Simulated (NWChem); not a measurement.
Species: BaHSCl; SMILES [SH][Ba][Cl]

```xyz
4

Ba    -0.4131    -0.0080    -0.0061
Cl     0.9288    -2.4082     0.0060
S      1.0129     2.5057    -0.0082
H     -0.1278     3.2382    -0.0117
```
Atoms are numbered in this order, from 1.

Level: PBE0/def2-SVP with def2 effective core potentials on Ba (NWChem), optimised geometry, unscaled harmonic frequencies. def2 effective core potentials on Ba; no spin-orbit coupling.

```csv
frequency (cm⁻¹),IR intensity (km/mol)
48,12.8
123,13.0
251,20.7
292,83.4
335,14.8
2678,21.7
```

```json
{
 "zero_point_energy": "5.3 kcal/mol",
 "thermal correction to the enthalpy at 298.15 K (with zero-point energy)": "9.5 kcal/mol",
 "heat capacity Cv": "14.9 cal/(mol K)",
 "entropy at 298.15 K and 1 atm (symmetry number 1)": "82.4 cal/(mol K)"
}
```

Rigid rotor and harmonic oscillator; modes under 100 cm⁻¹ make the entropy uncertain.
